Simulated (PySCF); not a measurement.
# A small calculation by hand: chemical shift, span and skew from a shielding tensor

SeF₄, SMILES F[Se](F)(F)F. Atoms are numbered in the order given.

```xyz
5

Se     0.0000     0.0000    -0.3265
F      0.0000     1.7822    -0.1627
F      1.3241     0.0000     0.7794
F      0.0000    -1.7822    -0.1627
F     -1.3241     0.0000     0.7794
```

Coordinates come from a TPSSh-D3(BJ)/def2-SVP optimisation. The isomer is the one that the SMILES or the coordinates give; other isomers of the formula were not compared.

GIAO shieldings from B3LYP/pcSseg-1 (PySCF), non-relativistic, no solvent. The symmetric part of the tensor of Se1 has the principal values 106.7, 575.4, 634.0 ppm. The same nucleus in Me2Se has σ = 1647.9 ppm at this level (PySCF, at its B3LYP-D3(BJ)/def2-TZVP geometry).

Q: Work out the isotropic shielding, the ⁷⁷Se shift against Me2Se, the span and the skew.

A: 
σ(iso) = (σ11 + σ22 + σ33)/3 = 438.7 ppm. δ = σ(ref) − σ(iso) = 1647.9 − (438.7) = 1209.2 ppm.
Span Ω = σ33 − σ11 = 527.3 ppm. Skew κ = 3(σ(iso) − σ22)/Ω = -0.78. Tumbling in solution averages the tensor to δ; in a static solid the shielding alone would spread this spin-1/2 line over Ω.
